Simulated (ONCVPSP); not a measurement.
## Configuration tests for gadolinium (ONCV)

* Element: Gd (Z = 64)
* Generator: ONCVPSP 4.0.1
* Type: optimised norm-conserving Vanderbilt (ONCV)
* Functional: PBEsol
* Relativity: non-relativistic
* Frozen core: [Kr]
* Valence charge: 28
* Reference configuration: 4d10 4f7 5s2 5p6 5d1 6s1.75 (charge +0.25)
* Partial waves: 5s+6s: rc 1.85 bohr, ncon 4, nbas 9, qcut 5.1 1/bohr, 3 projectors, debl 3.5 Ha; 5p: rc 2.60 bohr, ncon 3, nbas 6, qcut 5.1 1/bohr, 1 projector; 4d+5d: rc 0.90 bohr, ncon 3, nbas 8, qcut 14.5 1/bohr, 2 projectors; 4f: rc 1.45 bohr, ncon 4, nbas 9, qcut 11.9 1/bohr, 2 projectors, debl 2.6 Ha
* Local potential: polynomial inside 0.85 bohr (lpopt 5, dvloc0 3 Ha)
* Core correction: Teter function, fcfact 2.75, rcfact 1.25

Energies are relative to the spin-unpolarised reference configuration 4d10 4f7 5s2 5p6 5d1 6s1.75; without spin polarisation the order of configurations can differ from experiment.

```
   valence configuration  charge  ΔE all-electron (eV)  error AE − PS (meV)
4d10 4f7 5s2 5p6 5d1 6s2       0                -1.095                  0.0
4d10 4f7 5s2 5p6 5d1 6s1      +1                 5.097                 -0.1
4d10 4f7 5s2 5p6 5d1 6s0      +2                16.339                 -0.3
```

(1) What are ΔE and the potential's error for 4d10 4f8 5s2 5p6 5d1 6s0?

Levels in the configuration 4d10 4f7 5s2 5p6 5d1 6s1:

```tsv
level	all-electron (eV)	pseudo (eV)
4d	-156.662	-156.667
4f	-19.240	-19.243
5s	-49.804	-49.806
5p	-32.649	-32.649
5d	-9.072	-9.072
6s	-8.664	-8.665
```

Note: ghosts flagged at negative energy: s at -187.8 eV, p at -95.5 eV; no localised positive-energy state flagged. A true bound ghost makes a file unfit for plane-wave use.

Answers

(1) ΔE = -1.665 eV all-electron; the error (AE − PS) is +278 meV.
